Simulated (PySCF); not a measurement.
[WO4]2- (charge -2 and singlet state).
Bonds: W1–O2, W1–O3, W1–O4, W1–O5.
The ion is multiply charged and has no counter-ions or solvent; whether it holds all its electrons wasn't checked.

Method: PBE0-D3(BJ)/def2-SVP geometry optimisation, gas phase, def2 core potentials past Kr (PySCF 2.14.0); density fitting, grid level 1; the optimiser is geomeTRIC in internal coordinates, started from a GFN2-xTB structure with every atom displaced at random (about 0.03 Å).

The end geometry, which sets the zero of energy:
```
atom  x, y, z in Å
W1      0.0146   -0.0221   -0.0125
O2      0.0309   -0.0383    1.7790
O3      1.6984   -0.0437   -0.6243
O4     -0.8113    1.4602   -0.5891
O5     -0.8577   -1.4666   -0.6152
```

**Question.** These geometries come from the run, each turned onto the end geometry. Order them by energy, lowest first.
A.
```
atom  x, y, z in Å
W1      0.0131   -0.0229   -0.0114
O2      0.0305   -0.0416    1.7805
O3      1.7089   -0.0484   -0.6260
O4     -0.8207    1.4715   -0.5923
O5     -0.8569   -1.4690   -0.6128
```
B.
```
atom  x, y, z in Å
W1      0.0614   -0.0772    0.0127
O2      0.0075   -0.0209    1.7972
O3      1.6313    0.0010   -0.6493
O4     -0.7622    1.4791   -0.5954
O5     -0.8631   -1.4924   -0.6273
```
C.
```
atom  x, y, z in Å
W1     -0.0146   -0.0028   -0.0182
O2      0.0354   -0.0428    1.7834
O3      1.7078   -0.0485   -0.6266
O4     -0.8036    1.4550   -0.5871
O5     -0.8501   -1.4713   -0.6136
```
D.
```
atom  x, y, z in Å
W1      0.0189   -0.0230   -0.0126
O2      0.0283   -0.0376    1.7743
O3      1.6959   -0.0431   -0.6241
O4     -0.8106    1.4556   -0.5865
O5     -0.8577   -1.4624   -0.6132
```

**Answer.** D (0.002 eV), A (0.008 eV), C (0.075 eV), B (0.353 eV).

In the order of the answer:

| step | E above end (eV) | largest force (eV/Å) | rms force component (eV/Å) | rms distance from end (Å) | rms bond change (Å) | bond most changed (Å) |
| --- | --- | --- | --- | --- | --- | --- |
| 3 | 0.002 | 0.31 | 0.132 | 0.005 | 0.004 | W1–O3 -0.006 |
| 2 | 0.008 | 0.61 | 0.259 | 0.009 | 0.010 | W1–O4 +0.015 |
| 1 | 0.075 | 3.24 | 1.015 | 0.018 | 0.027 | W1–O4 -0.040 |
| 0 | 0.353 | 6.48 | 2.101 | 0.060 | 0.056 | W1–O3 -0.086 |

What follows is the cost of the whole optimisation. The run took 43 s of wall time on one thread, Intel Xeon Platinum 8259CL at 2.50 GHz (x86_64), on a shared host, and the process peaked at 0.35 GiB of memory.
